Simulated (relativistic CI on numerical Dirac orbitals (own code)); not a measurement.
Cu³⁺: calculation against measurement

Method of calculation: Dirac-Coulomb-Breit CI, orbitals from a KLI potential per configuration, model QED, valence Slater integrals scaled by 0.85, P86 correlation estimate, and configurations built on the next ion tied to the tabulated ionisation energy (semi-empirical) (own radial code, finite nucleus).

CI space (outside the closed core [Ne] 3s2): 3p⁶3d⁸, 3p⁶3d⁷4s, 3p⁶3d⁷4p, 3p⁶3d⁷4d, 3p⁶3d⁷5s, 3p⁶3d⁷4f, 3p⁶3d⁶4s², 3p⁶3d⁷5p, 3p⁵3d⁹, 3p⁶3d⁷5d, 3p⁶3d⁶4s4p, 3p⁶3d⁷5f, 3p⁶3d⁷5g, 3p⁶3d⁶4p², 3p⁶3d⁶4s4d. Levels of other configurations are missing.

```
Configuration  Term (tabulated)  J  Measured (cm⁻¹)  Computed  Error  Purity (%)
       3p⁶3d⁸                3F  4              0.0         0      0         100
       3p⁶3d⁸                3F  3           1861.4      1799    -62         100
       3p⁶3d⁸                3F  2           3077.6      2988    -90          99
       3p⁶3d⁸                1D  2          16248.0     16851    603          80
       3p⁶3d⁸                3P  2          19696.6     20083    387          81
       3p⁶3d⁸                3P  1          20096.6     20444    347         100
       3p⁶3d⁸                3P  0          20422.6     20767    344          99
       3p⁶3d⁸                1G  4          26913.0     25923   -990         100
       3p⁶3d⁸                1S  0          61456.4     61889    433          99
     3p⁶3d⁷4s                5F  5         119632.4    125170   5537          99
     3p⁶3d⁷4s                5F  4         120918.7    126419   5501          99
     3p⁶3d⁷4s                5F  3         121929.8    127405   5475          99
     3p⁶3d⁷4s                5F  2         122663.8    128121   5457          99
     3p⁶3d⁷4s                5F  1         123139.8    128587   5447          99
     3p⁶3d⁷4s                3F  4         128343.3    133497   5153          98
     3p⁶3d⁷4s                3F  3         130060.3    135170   5110          99
     3p⁶3d⁷4s                3F  2         131218.6    136301   5083          99
     3p⁶3d⁷4s                5P  3         139695.3    145847   6151          99
     3p⁶3d⁷4s                5P  2         140065.7    146257   6191          96
     3p⁶3d⁷4s                5P  1         140715.0    146865   6150          97
     3p⁶3d⁷4s                3G  5         144065.9    148437   4371          97
     3p⁶3d⁷4s                3G  4         144749.0    149101   4352          93
     3p⁶3d⁷4s                3G  3         145579.9    149923   4343          99
     3p⁶3d⁷4s              3P †  2         147736.6    155387   7650          84
     3p⁶3d⁷4s              3P †  0         148233.8    157255   9021         100
     3p⁶3d⁷4s                1G  4         148860.7    153054   4193          88
     3p⁶3d⁷4s              3P †  1         149667.2    156137   6470          84
     3p⁶3d⁷4s                3H  6         151622.7    155135   3512         100
     3p⁶3d⁷4s                3D  3         152231.7    157730   5498          99
     3p⁶3d⁷4s                3H  5         152301.7    155804   3503          95
     3p⁶3d⁷4s                3H  4         153198.2    156720   3522          90
     3p⁶3d⁷4s                3D  2         153375.7    158945   5569          79
     3p⁶3d⁷4s                1H  5         156458.7    159829   3370          96
     3p⁶3d⁷4s                1D  2         157536.1    162856   5320          88
     3p⁶3d⁷4s                3F  2         170066.5    175134   5068          99
     3p⁶3d⁷4s                3F  3         170277.7    175338   5060          99
     3p⁶3d⁷4s                3F  4         170619.0    175667   5048          99
     3p⁶3d⁷4s                1F  3         174831.3    179536   4704          99
     3p⁶3d⁷4p               5F°  5         190527.7    195361   4833          91
     3p⁶3d⁷4p               5F°  3         191761.8    196629   4867          71
     3p⁶3d⁷4p               5F°  2         192741.0    197573   4832          84
     3p⁶3d⁷4p               5D°  4         192752.8    197556   4804          56
     3p⁶3d⁷4p               5F°  1         193434.4    198241   4807          94
     3p⁶3d⁷4p               5G°  6         193947.8    198515   4567          99
     3p⁶3d⁷4p               5D°  3         194132.4    198935   4802          70
     3p⁶3d⁷4p               5G°  5         194339.1    199002   4663          79
     3p⁶3d⁷4p               5G°  4         195054.9    199709   4654          80
     3p⁶3d⁷4p               5D°  2         195085.9    199895   4809          79
     3p⁶3d⁷4p               5G°  3         195544.1    200199   4655          81
     3p⁶3d⁷4p               5D°  1         195684.3    200518   4834          95
     3p⁶3d⁷4p               5G°  2         195827.0    200489   4662          83
     3p⁶3d⁷4p               5D°  0         195932.0    200778   4846          99
     3p⁶3d⁷4s                3D  2         197138.5    202119   4981          99
     3p⁶3d⁷4p               3G°  5         197325.0    202131   4806          85
     3p⁶3d⁷4s                3D  3         197659.5    202607   4947          99
     3p⁶3d⁷4p               3F°  4         198179.2    203108   4929          91
     3p⁶3d⁷4p               3G°  4         199202.3    203996   4794          87
     3p⁶3d⁷4p               3F°  3         199598.8    204491   4892          87
     3p⁶3d⁷4p               3F°  2         200720.0    205595   4875          94
     3p⁶3d⁷4p               3D°  3         201210.9    206200   4989          91
     3p⁶3d⁷4s                1D  2         201771.0    206407   4636          98
     3p⁶3d⁷4p               3D°  2         202360.6    207382   5021          95
     3p⁶3d⁷4p               3D°  1         203139.5    208161   5021          98
```

Measured levels from Sugar and Musgrove, J. Phys. Chem. Ref. Data 19, 527 (1990); pairs were made by configuration, J and term (by order where the table uses no LS term), so strongly mixed levels may be paired wrongly.

Mean error by configuration (cm⁻¹): 3p⁶3d⁸ 121; 3p⁶3d⁷4s 4940; 3p⁶3d⁷4p 4816. Over the excited levels the mean absolute error is 4279 cm⁻¹ (62 of the 66 excited levels that our extract of the source holds in range could be paired, and the others can miss by more), and the median relative error of those above 1,000 cm⁻¹ is 2.5 %. † marks terms whose computed intervals miss the measured ones by more than a factor of 2.5, or configurations far off the rest, from wrong mixing, a near crossing or a doubtful label or measurement; they are left out of the means.
